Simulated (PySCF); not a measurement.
# Spin-rotation constants: `c1(C[Se]C)ccon1`, C5H7NOSe

Molfile (atoms numbered from 1):
```
C5H7NOSe
     RDKit          3D

 15 15  0  0  0  0  0  0  0  0999 V2000
    2.4692    0.2953   -0.2856 C   0  0  0  0  0  0  0  0  0  0  0  0
    1.7443   -0.9175    1.0553 Se  0  0  0  0  0  2  0  0  0  0  0  0
    0.1313   -1.4618    0.0263 C   0  0  0  0  0  0  0  0  0  0  0  0
   -0.7749   -0.3099   -0.1037 C   0  0  0  0  0  0  0  0  0  0  0  0
   -1.8007    0.1036    0.7900 C   0  0  0  0  0  0  0  0  0  0  0  0
   -2.2771    1.2429    0.2209 C   0  0  0  0  0  0  0  0  0  0  0  0
   -1.6084    1.5015   -0.9059 O   0  0  0  0  0  0  0  0  0  0  0  0
   -0.6778    0.5394   -1.0981 N   0  0  0  0  0  0  0  0  0  0  0  0
    1.6581    0.9200   -0.6537 H   0  0  0  0  0  0  0  0  0  0  0  0
    2.9007   -0.2820   -1.0997 H   0  0  0  0  0  0  0  0  0  0  0  0
    3.2339    0.9001    0.1929 H   0  0  0  0  0  0  0  0  0  0  0  0
   -0.3270   -2.2733    0.5897 H   0  0  0  0  0  0  0  0  0  0  0  0
    0.4809   -1.8081   -0.9453 H   0  0  0  0  0  0  0  0  0  0  0  0
   -2.1091   -0.3753    1.6946 H   0  0  0  0  0  0  0  0  0  0  0  0
   -3.0478    1.9330    0.5004 H   0  0  0  0  0  0  0  0  0  0  0  0
  1  2  1  0
  2  3  1  0
  3  4  1  0
  4  5  1  0
  5  6  2  0
  6  7  1  0
  7  8  1  0
  8  4  2  0
  1  9  1  0
  1 10  1  0
  1 11  1  0
  3 12  1  0
  3 13  1  0
  5 14  1  0
  6 15  1  0
M  END
```

Theory: GIAO B97-2/pcSseg-1 magnetisability, rotational g tensor and spin-rotation constants, non-relativistic, gas phase (PySCF 2.14.0). Geometry: GFN2-xTB.

The calculation is non-relativistic, which matters for the atoms heavier than Zn.

Question: Give the nuclear spin-rotation constants along the inertial axes (H = +C I·J) beside the isotropic shieldings.

Answer: Rotational constants 3.4301, 0.7951, 0.7216 GHz. A star marks the isotopologue with that one atom substituted, in its own axes.
```tsv
atom	isotope	Caa (kHz)	Cbb (kHz)	Ccc (kHz)	mean (kHz)	σ (ppm)
N8	14N	0.869	0.157	0.107	0.378	-128.8
H9	1H	0.069	-0.072	-0.077	-0.027	29.2
H10	1H	-0.294	-0.071	-0.005	-0.123	29.6
H11	1H	-0.262	-0.070	-0.024	-0.119	30.3
H12	1H	-0.341	0.019	-0.070	-0.131	28.5
H13	1H	-0.327	-0.046	-0.006	-0.126	28.1
H14	1H	-0.360	0.068	-0.072	-0.121	25.5
H15	1H	0.158	-0.079	-0.025	0.018	23.4
C1	13C*	0.490	0.104	0.101	0.232	170.8
Se2	77Se*	5.468	1.528	1.199	2.732	1532.0
C3	13C*	0.547	0.126	0.114	0.262	157.1
C4	13C*	1.496	0.300	0.199	0.665	23.4
C5	13C*	0.881	0.297	0.153	0.444	77.0
C6	13C*	1.331	0.307	0.217	0.618	24.3
O7	17O*	-1.352	-0.338	-0.203	-0.631	-54.3
```
For the geometry as given, no vibrational averaging.

Question: How do the rotational constants and the g tensor change when H9, H10, H11, H12, H13, H14, H15 are replaced by deuterium?

Answer: Constants 2.8531, 0.7534, 0.6768 GHz; g -0.0239, -0.0084, 0.0004, against -0.0281, -0.0090, 0.0004 before.
